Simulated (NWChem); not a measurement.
Molecule: CHCl₃OSi; SMILES O=C[Si](Cl)(Cl)Cl

```xyz
7

O     -1.5573     2.1706     0.7071
C     -1.4772     1.2477    -0.0734
Si    -0.0489    -0.0650     0.0019
Cl     1.2277     0.3661     1.5518
Cl     0.9544    -0.0211    -1.8054
Cl    -0.9073    -1.9284     0.2584
H     -2.2398     1.0945    -0.9026
```
Atoms are numbered in this order, from 1.

Level: PBE-D3(BJ)/def2-SVP (NWChem), optimised geometry, unscaled harmonic frequencies. 

List the harmonic frequencies with IR intensities, and the thermochemistry.


```json
[
 {"frequency (cm⁻¹)": "32", "IR intensity (km/mol)": "5.7"},
 {"frequency (cm⁻¹)": "95", "IR intensity (km/mol)": "3.1"},
 {"frequency (cm⁻¹)": "122", "IR intensity (km/mol)": "0.8"},
 {"frequency (cm⁻¹)": "162", "IR intensity (km/mol)": "3.2"},
 {"frequency (cm⁻¹)": "178", "IR intensity (km/mol)": "1.5"},
 {"frequency (cm⁻¹)": "195", "IR intensity (km/mol)": "12.3"},
 {"frequency (cm⁻¹)": "343", "IR intensity (km/mol)": "0.0"},
 {"frequency (cm⁻¹)": "463", "IR intensity (km/mol)": "64.8"},
 {"frequency (cm⁻¹)": "587", "IR intensity (km/mol)": "146.6"},
 {"frequency (cm⁻¹)": "607", "IR intensity (km/mol)": "136.5"},
 {"frequency (cm⁻¹)": "699", "IR intensity (km/mol)": "39.9"},
 {"frequency (cm⁻¹)": "846", "IR intensity (km/mol)": "33.0"},
 {"frequency (cm⁻¹)": "1322", "IR intensity (km/mol)": "19.0"},
 {"frequency (cm⁻¹)": "1759", "IR intensity (km/mol)": "129.0"},
 {"frequency (cm⁻¹)": "2743", "IR intensity (km/mol)": "110.4"}
]
```

| Quantity | Value |
|---|---|
| zero-point energy | 14.5 kcal/mol |
| thermal correction to the enthalpy at 298.15 K (with zero-point energy) | 20.2 kcal/mol |
| heat capacity Cv | 24.0 cal/(mol K) |
| entropy at 298.15 K and 1 atm (symmetry number 1) | 93.4 cal/(mol K) |
| dipole moment | 1.26 D |

Rigid rotor and harmonic oscillator; modes under 100 cm⁻¹ make the entropy uncertain.
